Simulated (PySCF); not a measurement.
Compound: cis-NiI2(NH3)2 (triplet state).
Bonds: Ni1–I2, Ni1–I3, Ni1–N4, Ni1–N8. Hydrogens: H5, H6, H7 on N4; H9, H10, H11 on N8.

Level of theory: PBE0-D3(BJ)/def2-SVP geometry optimisation, gas phase, def2 core potentials past Kr (PySCF 2.14.0).

(1) Give the optimised bond lengths and angles.

## Answers

(1) 
```json
{"bond": "Ni1–I2", "length (bohr)": "4.879"}
{"bond": "Ni1–I3", "length (bohr)": "4.897"}
{"bond": "Ni1–N4", "length (bohr)": "4.119"}
{"bond": "Ni1–N8", "length (bohr)": "3.996"}
{"bond": "N4–H5 and 5 like bonds", "length (bohr)": "1.933"}
```

Bonds in one row agree within 0.02 bohr and their mean is given. A selection of angles:
```json
{"angle": "I2–Ni1–I3", "degrees": "100.1"}
{"angle": "I2–Ni1–N4", "degrees": "174.2"}
{"angle": "I2–Ni1–N8", "degrees": "87.0"}
{"angle": "I3–Ni1–N4", "degrees": "85.7"}
{"angle": "N4–Ni1–N8", "degrees": "87.2"}
{"angle": "Ni1–N4–H5", "degrees": "115.4"}
{"angle": "Ni1–N4–H6", "degrees": "118.4"}
{"angle": "Ni1–N4–H7", "degrees": "100.2"}
{"angle": "H5–N4–H6", "degrees": "107.0"}
{"angle": "Ni1–N8–H9", "degrees": "101.9"}
```

Ni1 (nickel bonded to 2 I and 2 N) has angles from 85.7° to 174.2°. The 2 N–Ni bonds span 2.115 Å (Ni1–N8) to 2.180 Å (Ni1–N4), a spread of 0.065 Å. N4 (nitrogen bonded to Ni and 3 H) is distorted tetrahedral (angles from 100.2° to 118.4°). The 5 heavy atoms lie in one plane (0.001 Å rms).

Point group: near Cs, missed by 0.29 Å at most; the miss may be what the optimiser left on a soft mode. PBE0-D3(BJ)/def2-SVP frequencies: not computed here. ⟨S²⟩ = 2.004 (exact for a triplet: 2.00).
